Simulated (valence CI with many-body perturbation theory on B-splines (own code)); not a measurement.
# E1 transitions of Hf⁵⁸⁺

Calculated by relativistic CI+MBPT: four valence electrons over a frozen Dirac-Fock core [Ne], a basis of 11 s, 11 p, 10 d, 8 f, 5 g, 2 h functions for each j, with the one-electron correlation potential Σ1, the two-electron term Σ2, the three-electron term Σ3, Breit, model QED; selected CI, second order for the rest, scaled by the run's own slope (own B-spline code, finite nucleus).

The last digits are not significant, and no measured levels were compared; by estimate large intervals hold to a few tenths of a per cent, small ones and those within an open d or f shell to about a per cent. Among the levels kept, up to 560 cm⁻¹ of a level comes from second order outside the variational space, and about a tenth of that is noise between levels of different J, which matters for small intervals.

Lines 201 to 250 of 559 in falling wavelength, among levels below 1574.3 eV, chosen from the strongest by gf and those to the six lowest levels. Wavelengths and rates use the calculated energies. Electric multipoles are in the length gauge, E1 and E2 with the static RPA response of the core. Weak lines are less certain than strong ones. Lines between different terms over intervals too small for the method are left out, as are lines whose strength nearly cancels. The highest levels of a list are the least certain.

Levels are named by their leading jj configuration (3d3/2^4 stands for four electrons in 3d with j = 3/2), which in mixed levels can hold well under half, so a name can repeat and another be missing. Letters in brackets count levels of one name in rising energy.

```
λ vac (Å)                           Upper                           Lower   A (s⁻¹)  S (a.u.) with core polarisation  S without
    39.52          (3s 3p1/2 3d5/2^2) J=5      (3s 3p1/2 3p3/2 3d5/2) J=5  1.21e+11                         4.04e-02   4.09e-02
    39.51      (3s 3p1/2 3d5/2^2) J=2 [a]  (3s 3p1/2 3p3/2 3d5/2) J=2 [a]  3.51e+11                         5.34e-02   5.41e-02
    39.41  (3s 3p1/2 3p3/2 3d5/2) J=4 [c]          (3s 3p1/2 3p3/2^2) J=3  2.02e+11                         5.48e-02   5.55e-02
    39.37  (3s 3p1/2 3p3/2 3d5/2) J=3 [b]      (3s 3p1/2 3p3/2^2) J=2 [a]  1.24e+11                         2.62e-02   2.66e-02
    39.30          (3s 3p1/2^2 3d5/2) J=2          (3s 3p1/2^2 3p3/2) J=2  4.56e+10                         6.84e-03   6.93e-03
    39.28              (3s^2 3d5/2^2) J=4          (3s^2 3p3/2 3d5/2) J=4  1.41e+11                         3.80e-02   3.85e-02
    39.22              (3s^2 3d5/2^2) J=2          (3s^2 3p3/2 3d5/2) J=2  4.08e+11                         6.07e-02   6.15e-02
    39.13      (3s 3p3/2^2 3d5/2) J=2 [b]                (3s 3p3/2^3) J=2  2.22e+11                         3.29e-02   3.34e-02
    39.10      (3s 3p3/2^2 3d5/2) J=3 [c]                (3s 3p3/2^3) J=2  5.47e+11                         1.13e-01   1.15e-01
    39.00      (3s 3p1/2 3d5/2^2) J=3 [a]  (3s 3p1/2 3p3/2 3d5/2) J=3 [a]  1.10e+11                         2.26e-02   2.29e-02
    38.75      (3s 3p1/2 3d5/2^2) J=1 [a]  (3s 3p1/2 3p3/2 3d5/2) J=1 [a]  1.69e+11                         1.45e-02   1.47e-02
    38.48  (3s 3p1/2 3d3/2 3d5/2) J=3 [b]  (3s 3p1/2 3p3/2 3d3/2) J=3 [a]  6.03e+10                         1.19e-02   1.20e-02
    38.39      (3s 3p1/2 3d5/2^2) J=4 [a]  (3s 3p1/2 3p3/2 3d5/2) J=4 [a]  1.45e+11                         3.65e-02   3.70e-02
    37.64  (3s 3p1/2 3p3/2 3d5/2) J=3 [c]      (3s 3p1/2 3p3/2^2) J=2 [a]  1.34e+11                         2.47e-02   2.50e-02
    37.54  (3s 3p1/2 3p3/2 3d5/2) J=3 [d]          (3s 3p1/2 3p3/2^2) J=3  5.04e+10                         9.20e-03   9.34e-03
    32.30          (3s 3p3/2^2 3d3/2) J=4          (3s^2 3p3/2 3d5/2) J=3  4.80e+10                         7.18e-03   7.29e-03
    28.86      (3s 3p3/2^2 3d5/2) J=4 [a]          (3s^2 3p3/2 3d5/2) J=3  2.83e+11                         3.02e-02   3.06e-02
    28.52       (3p1/2 3p3/2^2 3d5/2) J=3  (3s 3p1/2 3p3/2 3d5/2) J=2 [d]  1.66e+11                         1.33e-02   1.35e-02
    28.11  (3s 3p1/2 3p3/2 3d3/2) J=2 [a]          (3s^2 3p1/2 3d3/2) J=2  9.40e+09                         5.15e-04   5.23e-04
    28.04       (3p1/2 3p3/2^2 3d5/2) J=3  (3s 3p1/2 3p3/2 3d5/2) J=2 [c]  1.66e+11                         1.27e-02   1.29e-02
    27.92          (3s 3p3/2^2 3d5/2) J=0          (3s^2 3p3/2 3d5/2) J=1  6.28e+11                         6.74e-03   6.84e-03
    27.63      (3s 3p1/2 3p3/2^2) J=2 [a]          (3s^2 3p1/2 3p3/2) J=2  1.42e+10                         7.40e-04   7.52e-04
    27.63   (3p1/2 3p3/2^2 3d5/2) J=4 [b]  (3s 3p1/2 3p3/2 3d5/2) J=3 [d]  3.50e+11                         3.28e-02   3.33e-02
    27.59      (3s 3p3/2^2 3d3/2) J=1 [a]          (3s^2 3p3/2 3d3/2) J=0  2.85e+11                         8.86e-03   8.99e-03
    27.54  (3s 3p1/2 3p3/2 3d5/2) J=2 [a]          (3s^2 3p1/2 3d5/2) J=2  2.03e+11                         1.05e-02   1.06e-02
    27.52      (3s 3p3/2^2 3d3/2) J=1 [a]          (3s^2 3p3/2 3d3/2) J=1  2.17e+11                         6.71e-03   6.81e-03
    27.48  (3s 3p1/2 3p3/2 3d3/2) J=1 [a]          (3s^2 3p1/2 3d3/2) J=2  1.42e+10                         4.37e-04   4.44e-04
    27.48      (3s 3p3/2^2 3d3/2) J=2 [a]          (3s^2 3p3/2 3d3/2) J=1  3.33e+11                         1.70e-02   1.73e-02
    27.43      (3s 3p3/2^2 3d3/2) J=3 [a]          (3s^2 3p3/2 3d3/2) J=2  3.73e+11                         2.66e-02   2.70e-02
    27.25       (3p1/2 3p3/2^2 3d5/2) J=1  (3s 3p1/2 3p3/2 3d5/2) J=2 [c]  2.20e+11                         6.59e-03   6.69e-03
    27.17  (3s 3p1/2 3p3/2 3d3/2) J=3 [a]          (3s^2 3p1/2 3d3/2) J=2  1.21e+10                         8.40e-04   8.52e-04
    27.16          (3s 3p3/2^2 3d5/2) J=5          (3s^2 3p3/2 3d5/2) J=4  4.41e+11                         4.79e-02   4.86e-02
    27.09      (3s 3p1/2 3p3/2^2) J=2 [a]          (3s^2 3p1/2 3p3/2) J=1  4.41e+11                         2.16e-02   2.19e-02
    26.99   (3p1/2 3p3/2^2 3d5/2) J=4 [a]  (3s 3p1/2 3p3/2 3d5/2) J=3 [c]  8.88e+11                         7.75e-02   7.87e-02
    26.97  (3s 3p1/2 3p3/2 3d3/2) J=2 [b]          (3s^2 3p1/2 3d3/2) J=2  3.72e+10                         1.80e-03   1.82e-03
    26.94   (3p1/2 3p3/2^2 3d3/2) J=1 [a]  (3s 3p1/2 3p3/2 3d3/2) J=1 [c]  5.99e+11                         1.73e-02   1.76e-02
    26.86      (3s 3p3/2^2 3d5/2) J=4 [a]          (3s^2 3p3/2 3d5/2) J=4  4.17e+11                         3.60e-02   3.65e-02
    26.85       (3p1/2 3p3/2^2 3d5/2) J=5  (3s 3p1/2 3p3/2 3d5/2) J=4 [c]  7.51e+11                         7.90e-02   8.02e-02
    26.85       (3p1/2 3p3/2^2 3d5/2) J=3  (3s 3p1/2 3p3/2 3d5/2) J=3 [c]  2.92e+11                         1.95e-02   1.98e-02
    26.80   (3p1/2 3p3/2^2 3d3/2) J=1 [b]  (3s 3p1/2 3p3/2 3d3/2) J=0 [b]  2.56e+11                         7.29e-03   7.40e-03
    26.73          (3s 3p3/2^2 3d3/2) J=4          (3s^2 3p3/2 3d3/2) J=3  8.68e+11                         7.37e-02   7.48e-02
    26.69   (3p1/2 3p3/2^2 3d5/2) J=4 [b]  (3s 3p1/2 3p3/2 3d5/2) J=4 [c]  2.25e+11                         1.90e-02   1.93e-02
    26.63  (3s 3p1/2 3p3/2 3d3/2) J=2 [a]          (3s 3p1/2^2 3p3/2) J=1  2.40e+11                         1.12e-02   1.14e-02
    26.61       (3p1/2 3p3/2^2 3d3/2) J=0  (3s 3p1/2 3p3/2 3d3/2) J=1 [c]  1.49e+12                         1.39e-02   1.41e-02
    26.59          (3s 3p1/2 3p3/2^2) J=3          (3s^2 3p1/2 3p3/2) J=2  2.93e+11                         1.90e-02   1.93e-02
    26.55       (3p1/2 3p3/2^2 3d5/2) J=0  (3s 3p1/2 3p3/2 3d5/2) J=1 [b]  1.26e+12                         1.16e-02   1.18e-02
    26.52   (3p1/2 3p3/2^2 3d3/2) J=1 [b]  (3s 3p1/2 3p3/2 3d3/2) J=1 [d]  2.76e+11                         7.61e-03   7.73e-03
    26.51   (3p1/2 3p3/2^2 3d3/2) J=3 [a]  (3s 3p1/2 3p3/2 3d3/2) J=3 [c]  2.11e+11                         1.36e-02   1.38e-02
    26.50   (3p1/2 3p3/2^2 3d3/2) J=3 [b]  (3s 3p1/2 3p3/2 3d3/2) J=2 [e]  1.26e+12                         8.08e-02   8.20e-02
    26.44      (3s 3p3/2^2 3d5/2) J=2 [a]          (3s^2 3p3/2 3d5/2) J=1  2.33e+11                         1.06e-02   1.08e-02
```
